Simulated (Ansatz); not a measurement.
`CO[SiH2]CC[Si](F)(F)F` at its PBE0-D4/def2-TZVP geometry, where that method's forces vanish. Total charge 0; spin multiplicity 1.

```xyz
18

C     0.4723   -0.8996   -2.7047
O     0.1916   -1.0393   -1.3317
Si   -1.1649   -0.4470   -0.6174
C    -0.8767   -0.5803    1.2258
C     0.4965   -0.0895    1.7080
Si    0.8428    1.7015    1.4909
F     1.0882    2.1052   -0.0169
F    -0.3499    2.5965    2.0156
F     2.1348    2.1278    2.2936
H    -0.2307   -1.4753   -3.3174
H     1.4797   -1.2764   -2.8892
H     0.4314    0.1504   -3.0156
H    -2.3701   -1.2343   -1.0050
H    -1.3809    0.9670   -1.0379
H    -1.6837   -0.0395    1.7324
H    -1.0014   -1.6329    1.5006
H     1.2951   -0.6338    1.1927
H     0.6261   -0.3006    2.7761
```

What forces (eV/Å) does PBE-D4/def2-TZVPP give on these atoms in the Gaussian-basis code of Ansatz? (Estimate.)

Computed: 
```
C1   0.041  0.020 -0.220
O2   0.324 -0.235  0.289
Si3 -0.302  0.134  0.113
C4   0.000 -0.011 -0.029
C5  -0.004 -0.009  0.008
Si6 -0.092 -0.456  0.043
F7   0.111  0.163 -0.698
F8  -0.554  0.386  0.246
F9   0.594  0.175  0.375
H10 -0.142 -0.119 -0.157
H11  0.220 -0.080 -0.056
H12 -0.004  0.226 -0.090
H13 -0.146 -0.085 -0.040
H14 -0.033  0.163 -0.048
H15 -0.159  0.095  0.091
H16 -0.038 -0.206  0.058
H17  0.153 -0.109 -0.088
H18  0.032 -0.051  0.203
```
